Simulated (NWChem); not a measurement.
Species: AlHI2; SMILES [I][AlH][I]

def2 effective core potentials on I; no spin-orbit coupling.

Task: Give the equilibrium geometry at PBE0/def2-SVP with def2 effective core potentials on I (NWChem) as an XYZ file, with the point group.

Result: point group C2v; any orientation.
```
4

Al     0.0000     0.0000    -1.0149
H      0.0000     0.0000    -2.5887
I     -2.1262     0.0000     0.2261
I      2.1262     0.0000     0.2261
```
